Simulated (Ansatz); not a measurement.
Species: sum formula BN$_{2}$H$_{3}$Cl, net charge -1, singlet state. It need not be the lowest isomer of its formula. Whether it binds its extra electron was not tested at this geometry. 
Coordinates optimised at B3LYP-D3(BJ)/def2-TZVP (Ansatz, a first-principles code):
SMILES: [NH-]B(N)Cl
```xyz
7

N      1.0238    -1.2876     0.7766
B      0.0142    -0.5337     0.3104
N     -1.4283    -0.7642     0.4148
Cl     0.2650     1.1385    -0.7058
H      1.9504    -0.9610     0.5322
H     -1.6752    -1.4132     1.1483
H     -2.0205     0.0506     0.4259
```
Charge -1, spin multiplicity 1.

Parts of the frozen-core correlation energy in 6-31G (Ansatz, hartree). Frozen orbitals: 8; correlated occupied orbitals by spin: 12 and 12; virtual: 26 and 26. No spin-orbit coupling. Non-relativistic.

| term | value |
|---|---|
| reference (HF) | -594.83645 |
| MP2 opposite-spin | -0.23935 |
| MP2 same-spin | -0.07782 |
| CCSD correlation | -0.34015 |
| (T) | -0.00899 |
| T1 diagnostic | 0.014 |
| largest doubles amplitude | 0.073 |
